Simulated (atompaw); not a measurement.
Building the PAW (atompaw) potential for Cu (Z = 29) (PBEsol, scalar-relativistic).

| Quantity | Value |
| --- | --- |
| Element | Cu |
| Generator | atompaw 4.2.0.5 |
| Type | PAW |
| Functional | PBEsol |
| Relativity | scalar-relativistic |
| Frozen core | [Ar] |
| Valence charge | 11 |
| Reference configuration | 3d10 4s1 4p0 |
| Partial waves | 4s (bound): rc 2.95 bohr; 4s channel at 3.95 Ry: rc 2.95 bohr; 4p (bound, empty): rc 2.95 bohr; 4p channel at 2.45 Ry: rc 2.95 bohr; 3d (bound): rc 0.80 bohr; 3d channel at 4.35 Ry: rc 0.80 bohr |
| Local potential | troulliermartins scheme with l = 3 at 0 Ry, radius 2.90 bohr |
| Core correction | smooth core density matched at 2.10 bohr |
| Augmentation charge | gaussian compensation charge, radius 2.70 bohr; PAW radius 2.95 bohr; waves and projectors: custom rrkj vanderbiltortho |

Poles of the logarithmic derivatives, all-electron (AE) and pseudo (PS). s: poles at 0.6 (AE) and 0.6 (PS) Ry. p: poles at 1.4 (AE) and 1.4 (PS) Ry. d: poles at -0.3, 3.1 (AE) and -0.3, 3.1 (PS) Ry. Test radius 2.97 bohr.

* Cutoffs needed: 230 Ry and 300 Ry (the cutoffs (Ry, on a coarse ladder) from which the occupation-weighted sum of valence levels, in a spherical-Bessel basis at the reference potential, stays within 10 and 1 mRy of its value at 400 Ry)
* Ghost test: no extra level below or beside the all-electron valence levels (s, p, d, f tested) (spherical-Bessel basis up to 400 Ry, 20 bohr box)
* Lowest eigenvalue of the overlap operator: 0.10 (s channel)
* Overlap eigenvalues printed by atompaw (projector basis): 0.0164, 0.265, 1.45, 3.96, 16.9, 24.5
* Share of each valence orbital outside the PAW sphere: 4s 41 %, 4p 81 %, 3d 2 %
